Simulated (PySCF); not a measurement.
C₄H₃ClF₂. Atoms are numbered in the order given.

```xyz
10

C      2.5469    -0.4306    -0.2974
C      1.3569    -0.5813    -0.0759
C     -0.0859    -0.7413     0.1550
F     -0.3573    -0.6419     1.4934
F     -0.4812    -2.0020    -0.2432
C     -0.9683     0.2437    -0.6199
Cl    -0.6070     1.9433    -0.2163
H      3.6044    -0.3006    -0.4853
H     -0.8160     0.0910    -1.7046
H     -2.0208     0.0250    -0.3557
```
Charge 0, spin multiplicity 1.

The structure is a stationary point at PBE-D3(BJ)/def2-SVP. This is a generated structure with no PubChem entry under its InChIKey; it may be hypothetical. One conformer was computed; it need not be the lowest.

These are PBE-D3(BJ)/def2-SVP (PySCF) values and carry that method's errors.

Frequencies are harmonic and unscaled.

| mode | ν (cm⁻¹) | IR (km/mol) | moving atoms (share of kinetic energy) |
|---|---|---|---|
| 1 | 85 | 2.3 | C 43 %, Cl 30 %, F 15 %, H 12 % |
| 2 | 134 | 2.8 | C 35 %, F 28 %, Cl 23 %, H 14 % |
| 3 | 177 | 1.0 | C 44 %, F 42 %, H 11 % |
| 4 | 214 | 3.8 | C 44 %, F 28 %, Cl 16 %, H 12 % |
| 5 | 352 | 0.8 | F 51 %, Cl 31 %, C 15 % |
| 6 | 382 | 1.7 | C 49 %, F 28 %, H 23 % |
| 7 | 471 | 6.3 | F 56 %, C 39 % |
| 8 | 546 | 6.4 | C 63 %, F 29 % |
| 9 | 612 | 19.1 | C 53 %, F 41 % |
| 10 | 684 | 28.6 | H 78 %, C 22 % |
| 11 | 692 | 26.9 | H 77 %, C 23 % |
| 12 | 718 | 5.2 | C 62 %, F 24 %, H 11 % |
| 13 | 803 | 37.2 | C 62 %, Cl 15 %, H 14 %, F 10 % |
| 14 | 867 | 9.8 | H 48 %, C 35 %, F 16 % |
| 15 | 1045 | 121.1 | C 44 %, H 40 %, F 15 % |
| 16 | 1075 | 133.9 | C 48 %, H 36 %, F 15 % |
| 17 | 1163 | 105.0 | C 78 %, H 14 % |
| 18 | 1245 | 139.5 | C 65 %, H 32 % |
| 19 | 1251 | 10.9 | H 65 %, C 34 % |
| 20 | 1384 | 8.9 | H 91 %, C 9 % |
| 21 | 2180 | 30.8 | C 91 %, H 9 % |
| 22 | 3024 | 6.9 | H 95 % |
| 23 | 3102 | 0.4 | H 90 %, C 10 % |
| 24 | 3403 | 61.1 | H 85 %, C 15 % |
